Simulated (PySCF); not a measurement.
ZnCl, SMILES [Cl][Zn+], charge +1.

Geometry optimised at B3LYP-D3(BJ)/def2-TZVP. The multiplicity is an assumed one; other spin states were not compared.

The numbers are results of C-PCM-M06-2X/def2-TZVPD in PySCF 2.14.0, not measurements.

The values are the electrostatic part of the solvation free energy, E(continuum) − E(gas) at the gas-phase geometry, in a cavity of scaled van der Waals radii (PySCF's table); cavitation and dispersion terms are not included. A continuum can't describe solvent molecules that bind to the metal. In vacuum the orbital gap is 5.85 eV.

```
solvent      ε  ΔG(elec) (kcal/mol)  gap (eV)
-------  -----  -------------------  --------
water    78.36               -127.7      8.51
benzene   2.27                -68.1      7.10
acetone  20.49               -122.3      8.37
```
